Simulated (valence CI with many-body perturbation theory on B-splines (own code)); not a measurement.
**I20+ in brief**

Method: relativistic CI+MBPT: five valence electrons over a frozen Dirac-Fock core [Ar] 3d10, radial functions for each j: 9 s, 9 p, 8 d, 6 f, 3 g, 1 h, with the one-electron correlation potential Σ1, the two-electron term Σ2, the three-electron term Σ3, Breit, model QED; selected CI, second order for the rest (own B-spline code, finite nucleus).

No measured levels were compared; by estimate levels hold to about 250 cm⁻¹ or 0.2 % of their energy and the worst to 1 %, as in measured heavy ions of charge 2 to 7; those with d or f electrons hold less well. Among the levels kept, up to 300 cm⁻¹ of a level comes from second order outside the variational space, and about a tenth of that is noise between levels of different J, which matters for small intervals.

Levels are named by their leading jj configuration (3d3/2^4 stands for four electrons in 3d with j = 3/2), which in mixed levels can hold well under half, so a name can repeat and another be missing.

Rates and lifetimes use the calculated energies. Strong lines usually hold to 10 to 20 %, long lifetimes can be off by a factor of two.

(1) What is the ground level?

(2) What are the static dipole polarisabilities of the lowest levels?

(3) How well does LS coupling describe the low levels?

(4) Name the longest-lived excited levels whose lifetime is computed, and their main decay.

(5) Where does the other parity begin?

(6) Among levels below 143.53 eV, which E1 lines absorb most strongly from the ground level?

(7) What is the ionisation energy?

## Answers

(1) (4s^2 4p1/2^2 4p3/2) J=3/2, composition 43 % 4s2.4p3 4S° + 36 % 4s2.4p3 2P° + 20 % 4s2.4p3 2D°, g = 1.516.

(2) (4s^2 4p1/2^2 4p3/2) J=3/2 0.238 (tensor 0.012); (4s^2 4p1/2 4p3/2^2) J=3/2 0.249 (tensor 0.0074); (4s^2 4p1/2 4p3/2^2) J=5/2 0.248; (4s^2 4p1/2 4p3/2^2) J=1/2 0.247 bohr³, of which the core gives 0.0130.

(3) Among the lowest 20 levels the leading LS term, summed over configurations, holds 63 % on average. For single configurations the figures are 59 % in LS and 79 % in jj coupling. Terms mix most in the J = 5/2 level at 86.74 eV, where the leading one holds 39 %.

(4) (4s^2 4p1/2 4p3/2^2) J=5/2 at 14.84 eV lives 256 μs, mostly by M1 to (4s^2 4p1/2^2 4p3/2) J=3/2; (4s^2 4p1/2 4p3/2^2) J=3/2 at 11.87 eV lives 52.2 μs, mostly by M1 to (4s^2 4p1/2^2 4p3/2) J=3/2; (4s^2 4p1/2 4p3/2^2) J=1/2 at 18.82 eV lives 42.8 μs, mostly by M1 to (4s^2 4p1/2^2 4p3/2) J=3/2. The lifetime of (4s^2 4p1/2 4p3/2 4d5/2) J=9/2 is too uncertain to give, and may be longer.

(5) At (4s 4p1/2^2 4p3/2^2) J=5/2, 59.59 eV.

(6) to (4s^2 4p1/2 4p3/2 4d5/2) J=5/2 at 11.88 nm, f = 0.746; to (4s^2 4p1/2 4p3/2 4d3/2) J=3/2 at 11.78 nm, f = 0.488; to (4s^2 4p1/2 4p3/2 4d5/2) J=5/2 at 11.26 nm, f = 0.323.

(7) 603.06 eV; NIST lists 601 ± 4 eV (theoretical).
